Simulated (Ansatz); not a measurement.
`[SiH3][SiH](Cl)Br` and `CN[SiH]([SiH3])Cl` differ in one atom or group.

Ansatz, PBE0-D4/def2-TZVP geometries, multiplicity 1. Each molecule was computed in one conformer, which needn't be the lowest.

Scalar relativity is left out up to krypton. Spin–orbit coupling is left out; it splits and shifts lone-pair levels of the heavy atoms by tenths of an eV.

```tsv
property	`[SiH3][SiH](Cl)Br`
HOMO–LUMO gap (PBE/def2-TZVPP) / eV	5.33
zero-point energy (PBE0-D4/def2-TZVP) / kJ/mol	96.3
size of the dipole moment (B3LYP/def2-TZVPP) / D	1.49
HOMO–LUMO gap (ωB97M-V/def2-TZVPP) / eV	11.28
LUMO energy (ωB97M-V/def2-TZVPP) / eV	1.10
LUMO energy (B3LYP/def2-TZVPP) / eV	-0.93
```

Task: Give the same properties after the change, and the shifts. (An estimate is asked.)

Result: Computed: 
| property | `CN[SiH]([SiH3])Cl` | shift |
| --- | --- | --- |
| HOMO–LUMO gap (PBE/def2-TZVPP) / eV | 4.96 | -0.37 |
| zero-point energy (PBE0-D4/def2-TZVP) / kJ/mol | 237.3 | 141.0 |
| size of the dipole moment (B3LYP/def2-TZVPP) / D | 2.20 | 0.71 |
| HOMO–LUMO gap (ωB97M-V/def2-TZVPP) / eV | 11.13 | -0.15 |
| LUMO energy (ωB97M-V/def2-TZVPP) / eV | 1.58 | 0.48 |
| LUMO energy (B3LYP/def2-TZVPP) / eV | -0.32 | 0.61 |

With PBE0 the HOMO rises by 0.85 eV and the LUMO rises by 0.61 eV, so the gap narrows by about 0.24 eV. PBE moves the HOMO by 1.00 eV and ωB97M-V by 0.63 eV. The zero-point energy changes by 141.0 kJ/mol with +15 modes. Dipoles are sizes alone; their direction can turn.

Positive LUMOs are unbound, so they and the gaps depend on the basis.

B3LYP here is the variant with VWN-RPA as its local correlation; programs differ in this.
